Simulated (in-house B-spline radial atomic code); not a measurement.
Results of a calculation; reference values are marked as such.
**Two electrons in Si: a spherical dot of radius 34.3 nm with hard walls**

For Si the NSM archive of the Ioffe Institute lists m_l = 0.98 m0, m_t = 0.19 m0 and ε = 11.7; the model takes one isotropic valley with the conductivity mass 3/(1/m_l + 2/m_t) = 0.26 m0, and so misses anisotropy and the other valleys. All triplets below are those of one valley; with several valleys two electrons can form a triplet in the 1s orbital itself, at an energy set by the valley splitting.

Effective-mass model with parabolic bands, a uniform dielectric constant, no image charges, no central-cell or spin-orbit terms. Two-electron levels come from full CI in B-splines with partial waves to l = 5 (up to 0.001 effective hartree above the limit).

What are the effective units, and what is the potential in them?

Ha* = 27211.386 meV × 0.26/11.7² = 51.68 meV and a* = 0.0529177 nm × 11.7/0.26 = 2.381 nm. The radius is R = 14.4 a*. The one-electron levels are π²/2R² = 0.0238 and 4.4934²/2R² = 0.0487 Ha*.

In these units the lowest s and p orbitals lie at 0.023798 and 0.048685, and their Coulomb and exchange integrals are J_ss = 0.124033, J_sp = 0.112478 and K_sp = 0.02498. (For an empty sphere J_ss = 1.786/R.) Full CI gives 0.138706 for the ground singlet, 0.150210 for the sp triplet, 0.172323 for the sp singlet and 0.211781 for the lowest triplet of two s orbitals.

What does it cost to add the second electron, to first order and exactly?

To first order E = 2ε_s + J_ss = 0.171629, so the charging energy E(2) − 2E(1) is J_ss = 6.41 meV. CI gives 0.138706 − 2 × (0.023798) = 0.091110, or 4.709 meV: relaxation and correlation lower it by 1.702 meV, 26.5 % of J_ss. The s² configuration of one-electron orbitals holds 71.8 % of the state, and the mean radius is 19.9 nm.

How far above the singlet do the triplets lie?

To first order the sp triplet lies at ε_s + ε_p + J_sp − K_sp = 0.159985, which is 0.6018 meV below 2ε_s + J_ss, so first order fails: the exact ground state of two electrons is a singlet. CI gives 0.150210 − (0.138706) = 0.011504, or 0.5945 meV, 46 % of the orbital spacing of 1.286 meV. The ss triplet lies 3.777 meV up, so the lower of the two is the sp one, and its gap equals k_BT at 6.9 K. The sp singlet-triplet splitting is 1.143 meV, against 2K_sp = 2.582 meV. With the repulsion this large beside the spacing the electrons keep apart, as in a Wigner molecule, and the splitting shrinks.
